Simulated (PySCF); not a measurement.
## Radial density of Sc⁻ (scandium, charge -1)

UHF, [Ar] 3d2 4s2, high-spin 3F determinant. Calculation: PySCF 2.14, in aug-cc-pwCVTZ-DK (10s9p7d4f3g, 127 functions); the spin-free X2C one-electron Hamiltonian (Gaussian nucleus).

```csv
r (bohr),4πr²ρ (e/bohr),4πr²(ρα − ρβ)
0.00131,0.1677,0.0000
0.00220,0.4303,0.0000
0.00370,1.081,0.0001
0.00622,2.617,0.0003
0.0105,5.951,0.0006
0.0176,12.10,0.0012
0.0296,20.29,0.0015
0.0498,24.87,-0.0003
0.0838,20.55,-0.0069
0.141,19.38,-0.0120
0.237,26.37,0.0216
0.399,14.88,0.1758
0.671,7.116,0.5320
1.13,8.286,0.8517
1.90,2.348,0.7471
3.19,0.6390,0.4560
5.37,0.3042,0.0967
9.03,0.1110,-0.0705
15.2,0.01763,-0.0170
```

Densities and radii are taken from the X2C orbitals without a picture-change correction, which distorts them close to the nucleus.

⟨S²⟩ = 2.34 against 2.00 shows spin contamination. The configuration of this anion was assumed by filling the next shell in order. It is not the known or likely ground configuration (Ca⁻, Sr⁻ and Ba⁻, for instance, bind a p electron), so these values are not the electron affinity of the element. At UHF the highest occupied level has a positive energy, so only the finite basis holds that electron.

**Question.** Where is the radial spin density 4πr²(ρα − ρβ) most negative, and why is it negative at all?

**Answer.** Around r = 9.03 bohr, down to -0.0705 e/bohr: exchange with the open shell polarises the paired shells in an unrestricted calculation.
